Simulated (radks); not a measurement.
Q: All-electron atom: Mn15+ in [Ne]. Calculated with a radial shooting solver on a logarithmic mesh with Libxc functionals: Dirac Kohn-Sham, PBE, spin-unpolarised, spherical densities, finite nucleus; Fermi nuclear charge, rms radius 3.7057 fm. Some entries of the table are withheld. Estimate them.

| orbital | occ. | eigenvalue (hartree) | <r^2> (bohr^2) | <1/r> (bohr^-1) |
|---|---|---|---|---|
| 1s1/2 | 2 | -254.1844 | 0.004980 | 24.94 |
| 2s1/2 | 2 | (1) | (2) | 5.411 |
| 2p1/2 | 2 | (3) | (4) | (5) |
| 2p3/2 | 4 | (6) | (7) | (8) |

A: 
(1) 2s1/2 eigenvalue (hartree): -44.16202
(2) 2s1/2 <r^2> (bohr^2): 0.08883
(3) 2p1/2 eigenvalue (hartree): -40.41621
(4) 2p1/2 <r^2> (bohr^2): 0.07052
(5) 2p1/2 <1/r> (bohr^-1): 5.351
(6) 2p3/2 eigenvalue (hartree): -40.01756
(7) 2p3/2 <r^2> (bohr^2): 0.07203
(8) 2p3/2 <1/r> (bohr^-1): 5.264
